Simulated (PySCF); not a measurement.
Working out the ionisation energy of Ge⁺

Ge⁺ [Ar] 3d10 4s2 4p1 (2P) → Ge²⁺ [Ar] 3d10 4s2 (1S). Computed with PySCF 2.14 in aug-cc-pVTZ-PP with one added diffuse shell each of s, d, f type with ECP10MDF (7s5p5d3f, 68 functions), with scalar relativity through the core potential. Frozen: 3s2 3p6 3d10. Energies in hartree (1 hartree = 27.21139 eV):

```
             part  Ge⁺ (lower)  Ge²⁺ (upper)
              UHF  -293.080761   -292.520333
MP2 opposite-spin    -0.035160     -0.028951
    MP2 same-spin    -0.002569      0.000000
```

Problem. What does Hartree-Fock give?

Solution. (-292.520333) − (-293.080761) = 0.560428 hartree = 15.250 eV.

Problem. What do MP2 and SCS-MP2 (6/5 opposite-spin, 1/3 same-spin) give?

Solution. The opposite-spin parts differ by 0.169 eV and the same-spin parts by 0.070 eV. MP2: 15.250 + (0.169) + (0.070) = 15.489 eV. SCS-MP2: 15.250 + 1.2 × (0.169) + (0.070)/3 = 15.476 eV.

Measured between the centres of the two terms (NIST): 15.789 eV, so MP2 (valence) is off by -0.300 eV.

What remains against the reference includes basis incompleteness, the frozen core and correlation beyond second order.
